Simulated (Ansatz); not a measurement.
`[F][Hf]([F])([F])[I]` and `[F][Ti]([F])([F])[I]` differ in one element.

Ansatz, PBE0-D4/def2-TZVP geometries, multiplicity 1. 

Elements past krypton have def2 core potentials. Scalar relativity is left out up to krypton.

```csv
property,`[F][Hf]([F])([F])[I]`
HOMO energy (PBE0/def2-TZVPP) / eV,-8.39
LUMO energy (PBE0/def2-TZVPP) / eV,-1.42
HOMO–LUMO gap (B3LYP/def2-TZVPP) / eV,6.50
HOMO energy (PBE/def2-TZVPP) / eV,-7.23
HOMO energy (ωB97M-V/def2-TZVPP) / eV,-10.47
HOMO–LUMO gap (PBE/def2-TZVPP) / eV,5.00
```

Problem. What does the change do to each property? (Estimate.)

Solution. The calculation gave: 
| property | `[F][Ti]([F])([F])[I]` | shift |
| --- | --- | --- |
| HOMO energy (PBE0/def2-TZVPP) / eV | -8.51 | -0.12 |
| LUMO energy (PBE0/def2-TZVPP) / eV | -3.37 | -1.95 |
| HOMO–LUMO gap (B3LYP/def2-TZVPP) / eV | 4.64 | -1.86 |
| HOMO energy (PBE/def2-TZVPP) / eV | -7.35 | -0.12 |
| HOMO energy (ωB97M-V/def2-TZVPP) / eV | -10.56 | -0.09 |
| HOMO–LUMO gap (PBE/def2-TZVPP) / eV | 3.16 | -1.84 |

With PBE0 the HOMO falls by 0.12 eV and the LUMO falls by 1.95 eV, so the gap narrows by about 1.83 eV. PBE moves the HOMO by -0.12 eV and ωB97M-V by -0.09 eV.

B3LYP here is the variant with VWN-RPA as its local correlation; programs differ in this.

Spin–orbit coupling is left out; it splits and shifts lone-pair levels of the heavy atoms by tenths of an eV.
